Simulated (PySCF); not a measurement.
**How methods differ on the excitation energy of Ar²⁺**

Ar²⁺ [Ne] 3s2 3p4 (3P) → Ar²⁺ [Ne] 3s1 3p5 (3P), as a difference of total energies. Computed with PySCF 2.14 in aug-cc-pwCVTZ, with the non-relativistic Hamiltonian (point nucleus). Correlated levels: valence and next inner shell: 1s2 frozen. The calculations carry no spin-orbit coupling.

```tsv
method	excitation energy (eV)
UHF	17.054
MP2 (valence and next inner shell)	15.461
SCS-MP2 (valence and next inner shell)	15.281
CCSD (valence and next inner shell)	14.471
CCSD(T) (valence and next inner shell)	13.963
```

Problem. How much does correlation contribute at CCSD(T) (valence and next inner shell)?

Solution. 13.963 − (17.054) = -3.091 eV, measured against UHF.

The coupled-cluster amplitudes are large for the upper state (T1 above 0.03 or a double amplitude above 0.15), so a single reference is strained.
